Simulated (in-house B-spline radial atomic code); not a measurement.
Settings and results of a run for Mn VI (Mn5+). Computed with an all-electron radial atomic-structure program (B-spline basis): non-relativistic Hartree-Fock with fractional occupations, spin-polarised, spherical fractional occupations, point nucleus.

Command:
```bash
python run_scf.py task.json out
```
Settings:
```
Z                25
configuration    [Ar] 3d2
hamiltonian      nr
method           hf,
spin_polarised   True
```

Output (hartree, bohr):
```
 radial grid: 45 intervals, B-splines of order 8, outer radius 12.1053 bohr

 iter        energy (Eh)    residual
    1       -1132.853116    7.22e-01
    2       -1141.837857    2.49e-01
    3       -1142.686793    8.60e-02
    4       -1142.803315    2.94e-02
    5       -1142.819750    9.31e-03
    6       -1142.821207    8.61e-04
    7       -1142.821213    8.14e-05
    8       -1142.821213    1.70e-05
    9       -1142.821213    1.45e-06
   10       -1142.821213    4.29e-08

 total energy                     -1142.82121
 kinetic                            1142.8212
 electron-nucleus                  -2655.4291
 Hartree                             417.7215
 exact exchange                      -47.9348

 orbital      occ     eigenvalue          <r>       <r^2>       <1/r>     <1/r^2>     <1/r^3>       r_max
 1s up      1.000      -243.7611     0.061535  0.00507868     24.5218     1210.06           -     0.04055
 1s down    1.000      -243.7616    0.0615344  0.00507854     24.5219     1210.07           -     0.04055
 2s up      1.000       -32.4553     0.280714   0.0929284     5.25429     113.008           -      0.2345
 2s down    1.000       -32.3842      0.28021   0.0925465     5.26309      113.35           -      0.2343
 2p up      3.000       -28.1508     0.247566   0.0751798     5.17477     36.7172     403.573      0.1897
 2p down    3.000       -28.0814     0.246874   0.0746796     5.18492      36.837     405.212      0.1895
 3s up      1.000        -6.8953     0.824462    0.777271     1.69956     17.4887           -      0.7289
 3s down    1.000        -6.7061     0.826756    0.781762     1.69155     17.2638           -      0.7291
 3p up      3.000        -5.5188     0.852448    0.843466     1.59305     5.50079     53.7336      0.7365
 3p down    3.000        -5.2901     0.857194    0.853254     1.58045     5.39672     52.4661      0.7374
 3d up      2.000        -2.9738      0.93813     1.06724     1.33271     2.30721     5.45998      0.7157
```

Run time, properties included: 0.2 s on 1 thread of Intel(R) Xeon(R) Platinum 8375C CPU @ 2.90GHz, on a shared host.

Caution: exact exchange at fractional occupations of open shells leaves self-interaction of up to several eV.
